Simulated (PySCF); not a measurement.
The multiplicity is imposed and other spin states were not computed.

B3LYP has the VWN-RPA correlation part, as in Gaussian. 

**[Cd(OH)(CH3)] (charge 0, multiplicity 1)**

The numbers are results of B3LYP-D3(BJ)/def2-TZVP // TPSS-D3(BJ)/def2-SVP run with PySCF, not measurements.

```json
{
  "HOMO": "-7.32 eV",
  "dipole_moment": "2.33 D",
  "LUMO": "-0.95 eV",
  "HOMO–LUMO gap": "6.37 eV",
  "charge on the central atom (Mulliken)": "0.73 e",
  "total_energy": "-7717.63 eV",
  "cost": "about 30 core-seconds (a rough figure)"
}
```

```xyz
7

Cd    -0.1102    -0.0187    -0.0382
O      0.4762    -0.0170    -1.9386
H      0.0388    -0.7341    -2.4349
C     -0.6494     0.0819     1.9944
H     -1.6447    -0.3725     2.1361
H     -0.6862     1.1339     2.3245
H      0.0861    -0.4650     2.6080
```
